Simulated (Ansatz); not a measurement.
C2H5ClOSi can be A, `C=C[SiH](O)Cl`, or B, `C[Si]1(Cl)CO1`.

Program: Ansatz. Geometries: PBE0-D4/def2-TZVP. ΔE: electronic, gas phase. CCSD(T)/CBS adds triple-zeta CCSD(T) − MP2 to the extrapolated MP2 energy (def2 sets, frozen cores). DFT in def2-TZVPP. B3LYP here is the variant with VWN-RPA as its local correlation; programs differ in this. One conformer a species, not always the lowest.

A:

Z-matrix (Å, degrees):
```
Si
C 1 1.848
Cl 1 2.063 2 107.2
O 1 1.635 2 112.0 3 -121.5
H 1 1.476 2 113.6 3 118.4
C 2 1.331 1 122.2 3 132.8
H 2 1.088 1 119.0 3 -47.4
H 4 0.959 1 117.9 2 67.5
H 6 1.086 2 122.2 1 179.9
H 6 1.086 2 121.6 1 0.1
```

B:

```xyz
10

C    -0.4849    1.2108   -0.9113
Si    0.0525    0.1429    0.4903
Cl    0.5620    1.2912    2.0983
C     0.6152   -1.5600    0.4036
O    -0.7853   -1.2337    0.8171
H     0.3013    1.9169   -1.1848
H    -0.7279    0.5900   -1.7755
H    -1.3711    1.7826   -0.6264
H     1.1878   -2.0106    1.2112
H     0.6505   -2.1300   -0.5225
```

(1) Which isomer does CCSD(T)/CBS put lower? Give the gap. (Estimate.)

(2) Give E(B) − E(A) in kJ/mol with B2PLYP, ωB97M-V, B3LYP, B3LYP-D4, r2SCAN-D4, PBE0-D4, CCSD(T)/def2-TZVPP. (Estimate.)

Largest T1 diagnostic: 0.012.

Answers

(1) The calculation gave: A, by 93.2 kJ/mol.

(2) Computed: B2PLYP 90.7, ωB97M-V 83.5, B3LYP 90.9, B3LYP-D4 91.7, r2SCAN-D4 73.8, PBE0-D4 73.1, CCSD(T)/def2-TZVPP 91.8. None reverses the order clearly.

From PBE to PBE0 (25 % exact exchange), in def2-TZVPP and without D4, E(B) − E(A) moves by +6.4 kJ/mol. In def2-TZVPP, CCSD(T) changes the Hartree–Fock value by −31.6 kJ/mol (the triples alone add −3.3 kJ/mol) and MP2 by −36.9 kJ/mol.
